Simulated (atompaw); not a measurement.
B: from the effect back to the setting (PAW (atompaw))

Base potential:

* Element: B (Z = 5)
* Generator: atompaw 4.2.0.5
* Type: PAW
* Functional: PBEsol
* Relativity: scalar-relativistic
* Frozen core: [He]
* Valence charge: 3
* Reference configuration: 2s2 2p0 (charge +1)
* Partial waves: 2s (bound): rc 1.40 bohr; 2s channel at 0.5 Ry: rc 2.25 bohr; 2p (bound, empty): rc 2.25 bohr; 2p channel at -0.4 Ry: rc 2.25 bohr
* Local potential: vpsmatchnc scheme with l = 2 at 1 Ry, radius 1.75 bohr
* Core correction: smooth core density matched at 1.60 bohr
* Augmentation charge: sinc compensation charge, radius 2.00 bohr; PAW radius 2.25 bohr; waves and projectors: custom polynom gramschmidtortho

Cutoffs, loose and tight: the cutoffs (Ry, on a coarse ladder) from which the occupation-weighted sum of valence levels, in a spherical-Bessel basis at the reference potential, stays within 10 and 1 mRy of its value at 400 Ry. They see the waves, projectors and local potential, not the compensation charge or the core.

Only the scale of all radii (base = 1) is moved:

```json
{"scale of all radii (base = 1)": "0.79", "cutoff, loose": "30 Ry", "cutoff, tight": "45 Ry", "bound ghosts": "none"}
{"scale of all radii (base = 1)": "0.84", "cutoff, loose": "25 Ry", "cutoff, tight": "40 Ry", "bound ghosts": "none"}
{"scale of all radii (base = 1)": "0.94", "cutoff, loose": "18 Ry", "cutoff, tight": "30 Ry", "bound ghosts": "none"}
{"scale of all radii (base = 1)": "1.02", "cutoff, loose": "18 Ry", "cutoff, tight": "25 Ry", "bound ghosts": "none"}
{"scale of all radii (base = 1)": "1.11", "cutoff, loose": "10 Ry", "cutoff, tight": "21 Ry", "bound ghosts": "none"}
{"scale of all radii (base = 1)": "1.27", "cutoff, loose": "6 Ry", "cutoff, tight": "15 Ry", "bound ghosts": "none"}
```

Task: One more run gave cutoff, loose: 6 Ry; cutoff, tight: 18 Ry; bound ghosts: none. Which value of the scale of all radii (base = 1) was used?

Result: 1.22. The tight cutoff moves one way along this sweep, from 45 Ry at 0.79 to 15 Ry at 1.27, which places the run between 1.11 and 1.27.
